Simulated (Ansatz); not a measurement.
```yaml
crystal:
  periodic: [false, false, false]
  atoms:
    - {symbol: B, position_ang: [-2.642921, 0.895380, 0.212012]}
    - {symbol: Sn, position_ang: [-0.561297, 1.526850, -0.246247]}
    - {symbol: Al, position_ang: [1.133844, -0.297754, 0.722083]}
    - {symbol: C, position_ang: [1.761514, -1.784477, -0.375734]}
    - {symbol: H, position_ang: [-3.234785, 0.168426, -0.529357]}
    - {symbol: H, position_ang: [-3.159974, 1.202179, 1.244696]}
    - {symbol: H, position_ang: [-0.194937, 3.054127, 0.439011]}
    - {symbol: H, position_ang: [-0.304124, 1.670470, -1.935774]}
    - {symbol: H, position_ang: [1.605102, -0.185554, 2.239192]}
    - {symbol: H, position_ang: [1.329082, -2.721777, -0.005441]}
    - {symbol: H, position_ang: [1.497140, -1.689446, -1.430568]}
    - {symbol: H, position_ang: [2.848256, -1.893625, -0.299773]}
basis:
  gaussian: {orbitals: STO-3G}
magnetization: {spin_polarized: true, initial_magnetization: 2}
hamiltonian: {xc: {name: HF}}
correlation: {method: mp2, frozen_orbitals: {B: 0}}
```

```sh
$ ansatz run in.yaml --threads 4 --pin off --events-out ev --progress --plain --max-ram 10444MiB
```

Shortened log:

```
Functional definition: HF
Error: "frozen_orbitals" has no count for Sn
```

(1) What is wrong with this run?

## Answers

(1) Frozen orbitals are typed for one element alone, and the program wants a count for each. The input was rejected before any iteration.
